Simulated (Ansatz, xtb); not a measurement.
# C5H4FNSi: which of two isomers lies lower

We compare a, `N#C[Si]1(F)C=CC=C1`, a singlet, with b, `N#CC1=CC=C[Si@@H]1F`, a singlet. Both are isolated molecules in the gas phase, relaxed with B3LYP-D3(BJ)/def2-SVP.

a (Å):

| atom | x (Å) | y (Å) | z (Å) |
| --- | --- | --- | --- |
| C | -0.4378 | 0.2476 | 1.1747 |
| C | 1.6365 | -0.9600 | -0.7768 |
| C | 1.9276 | -2.2684 | -0.6129 |
| C | 0.8108 | -3.1716 | -0.1931 |
| C | -0.4033 | -2.6098 | -0.0098 |
| F | -1.1180 | -0.1463 | -1.4819 |
| N | -0.5935 | 0.8853 | 2.1321 |
| Si | -0.1647 | -0.7934 | -0.3385 |
| H | 2.3765 | -0.2145 | -1.0697 |
| H | 2.9262 | -2.6905 | -0.7672 |
| H | 1.0127 | -4.2381 | -0.0478 |
| H | -1.2819 | -3.1733 | 0.3058 |

b (Å):

| atom | x (Å) | y (Å) | z (Å) |
| --- | --- | --- | --- |
| C | 0.2486 | 0.6271 | 0.7547 |
| C | 0.3757 | -0.6754 | 0.2113 |
| C | -0.5432 | -1.2729 | -0.5943 |
| C | -0.2268 | -2.6421 | -1.0693 |
| C | 0.9441 | -3.1829 | -0.6648 |
| F | 2.1117 | -2.3473 | 1.8982 |
| N | 0.1872 | 1.6929 | 1.2174 |
| Si | 1.8197 | -1.8895 | 0.3664 |
| H | -1.4769 | -0.7880 | -0.8945 |
| H | -0.9419 | -3.1563 | -1.7192 |
| H | 1.2621 | -4.1825 | -0.9659 |
| H | 3.0942 | -1.3745 | -0.1880 |

Energies in hartree; the thermal terms are from GFN2-xTB frequencies at re-optimised GFN2-xTB minima (ideal gas, soft modes damped towards free rotors, one conformer each, 298.15 K, 1 atm) and include the zero-point energy:

```
                              a           b
E, CCSD(T)/def2-SVP  −635.308782  −635.299000
    E, MP2/def2-SVP  −635.224367  −635.214855
  E, MP2/def2-TZVPP  −635.993757  −635.979928
  zero-point energy     0.075416     0.073548
       H(298 K) − E     0.084632     0.082553
       G(298 K) − E     0.042045     0.040599
```

Problem. Correct the CCSD(T) difference for the basis set by the MP2 change, then work out ΔE, ΔE₀, ΔH and ΔG for a → b in kJ/mol (1 Eh = 2625.50 kJ/mol) and the equilibrium ratio [b]/[a].

Solution. 1. Differences b − a: CCSD(T) +0.009782, MP2 in the small set +0.009512, MP2 in the large set +0.013829 Eh.
2. ΔE = +0.009782 + (+0.013829 − (+0.009512)) = +0.014099 Eh = +37.02 kJ/mol.
3. ΔE₀ = ΔE + ΔZPE = +0.014099 + (−0.001868) Eh = +32.11 kJ/mol.
4. ΔH = ΔE + (−0.002079) Eh = +31.56 kJ/mol.
5. ΔG = ΔE + (−0.001446) Eh = +33.22 kJ/mol, so ΔS = (ΔH − ΔG)/T = −5.6 J/(mol K).
6. kT = 0.9442 mEh, so K = [b]/[a] = exp(−ΔG/kT) = exp(−13.40) ≈ 1.5 × 10^−6.

Structure a is favoured at this temperature. An error of 4 kJ/mol in ΔG would change K by a factor of 5. GFN2-xTB gave ΔE the other sign. Mirror images and further conformers aren't counted.

As drawn, b has 1 C–C, 1 Si–H in place of 1 C–Si, 1 C–H.

Other levels gave ΔE = −83.3 (GFN2-xTB); +47.0 (HF/STO-3G, GFN2-xTB geometries); +17.8 (r2SCAN-D4/def2-SVP, GFN2-xTB geometries); +19.7 (B3LYP-D3(BJ)/def2-SVP); +31.0 (HF/def2-SVP); +25.0 (MP2/def2-SVP); +25.7 (CCSD(T)/def2-SVP) kJ/mol. The correlated steps freeze 12 core orbitals. Programs: Ansatz 0.2.0, xtb 6.7.1.
